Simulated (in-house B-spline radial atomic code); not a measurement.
The numbers below are computed, except where a source is named.
**C6 from the polarisability at imaginary frequency: Zn2+**

B3LYP (VWN-RPA) linear response of the closed shell [Ar] 3d10, from an all-electron radial atomic-structure program (B-spline basis); scalar-relativistic (spin-free one-electron X2C), finite nucleus, no spin-orbit coupling.

The dispersion coefficient of two like species is C6 = (3/π) ∫ α(iu)² du from 0 to ∞.

```tsv
u (hartree)	α(iu) (bohr³)
0	2.843
0.156	2.754
0.364	2.452
0.624	2.034
1.04	1.537
1.56	1.147
2.34	0.8015
3.64	0.5013
5.2	0.3233
7.79	0.1851
13	0.08436
26	0.02638
```

Problem. Fit one oscillator, α(iu) = α(0)/(1 + u²/ω²), through u = 1.56 and estimate C6.

Solution. From α(0)/α(iu) − 1 = 2.843/1.147 − 1 = 1.4786, ω = u/√1.4786 = 1.2829 hartree (34.9 eV). London's formula gives C6 = (3/4) α(0)² ω = 0.75 × 2.843² × 1.2829 = 7.777 hartree·bohr⁶, and the oscillator holds f = α(0) ω² = 4.68 electrons, of a sum of oscillator strengths of 27.8.

Problem. How does that compare with the full integral?

Solution. The program's quadrature over all excitations gives C6 = 7.626, so the single oscillator is off by +2.0 %. At the last point the fit gives α = 0.0069 against 0.0264: higher excitations, and deeper shells where there are any, keep the true curve higher at large u.
